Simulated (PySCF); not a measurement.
C₃H₆F₃NSi.
Structure used (GFN2-xTB), in Å, numbered top down from 1:
```
atom  x, y, z in Å
C1    -2.347   -0.911    0.429
N2    -1.198   -0.426    0.500
Si3    0.012    0.192   -0.540
C4     0.520    1.869    0.164
C5     1.451   -1.063   -0.154
F6     1.129   -2.344   -0.433
F7     2.552   -0.797   -0.892
F8     1.857   -1.052    1.128
H9    -2.907   -1.051   -0.497
H10   -2.843   -1.221    1.345
H11   -0.103    0.163   -2.002
H12    1.442    2.219   -0.291
H13    0.680    1.804    1.237
H14   -0.245    2.618   -0.015
```

Computed with PySCF 2.14.0, density-fitted response routines, TDDFT wB97X-D/def2-SVPD, vertical, gas phase, core orbitals frozen in the response.

Transition dipole moments from the ground state, in atomic units and in the frame of the coordinates above (overall signs are arbitrary), for the states with f of 0.002 or more among the lowest 8:

```csv
state,E (eV),μx,μy,μz
S2,6.722,0.399,0.134,-0.146
S3,7.404,-0.666,-0.081,0.087
S4,7.448,-0.893,-0.463,0.037
S5,7.802,0.637,0.337,-0.470
S6,7.812,-0.254,-0.394,-0.034
S7,8.475,0.031,0.247,-0.126
S8,8.489,0.320,0.118,-0.432
```

Q: What oscillator strength does each state have?

A: f = (2/3) ΔE |μ|² with ΔE in hartree (27.2114 eV).

```json
{"state": "S2", "|μ|² (au)": "0.198", "|μ| (D)": "1.13", "f": "0.033"}
{"state": "S3", "|μ|² (au)": "0.458", "|μ| (D)": "1.72", "f": "0.083"}
{"state": "S4", "|μ|² (au)": "1.013", "|μ| (D)": "2.56", "f": "0.185"}
{"state": "S5", "|μ|² (au)": "0.740", "|μ| (D)": "2.19", "f": "0.141"}
{"state": "S6", "|μ|² (au)": "0.221", "|μ| (D)": "1.19", "f": "0.042"}
{"state": "S7", "|μ|² (au)": "0.078", "|μ| (D)": "0.71", "f": "0.016"}
{"state": "S8", "|μ|² (au)": "0.303", "|μ| (D)": "1.40", "f": "0.063"}
```

Q: Which bond between heavy atoms lies closest to the direction of the S4 transition dipole?

A: C1–N2, at 7° from it; next C5–F7 at 34°.

Q: What angle do the transition dipoles of S2 and S7 make?

A: |cos θ| = |μa·μb| / (|μa| |μb|) = 0.51, so θ ≈ 59° (taken between 0 and 90°, since the signs are arbitrary).

Q: How is the summed strength of these states shared among x, y and z?

A: (2/3) Σ ΔE μα² gives 0.364 for x, 0.110 for y and 0.090 for z, 0.564 in all.

Q: What peak molar absorption coefficient would the strongest computed level give as a lone Gaussian band 0.4 eV wide at half height?

A: ε(max) = 2.175×10⁸ f / FWHM, with the width in cm⁻¹. S4: 2.175×10⁸ × 0.1848 / 3226 ≈ 12000 L mol⁻¹ cm⁻¹.

The run took 97 s wall (grids of density and orbitals included) on one thread, Arm Neoverse N1 (aarch64), no GPU, on a shared host, and the process peaked at 0.92 GiB of memory.

One conformer stands for the species.
